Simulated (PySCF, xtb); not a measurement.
AlCl2H2N, SMILES [NH2][Al]([Cl])[Cl]. One conformer was computed; it need not be the lowest.

Harmonic wavenumbers (cm⁻¹) from GFN2-xTB run with xtb 6.7.1 at its own minimum, in rising order: 124, 140, 233, 307, 400, 433, 510, 645, 813, 1466, 3442, 3463.

Question: What does r2SCAN-D4/def2-SVP (PySCF) give at its own minimum? (An estimate is asked for; the answer gives what the named calculation found.)

Answer: 153, 171, 220, 369, 410, 436, 581, 694, 877, 1520, 3590, 3685. Paired by order, the mean absolute difference is 63 cm⁻¹ and the zero-point energies are 17.1 and 18.2 kcal/mol.
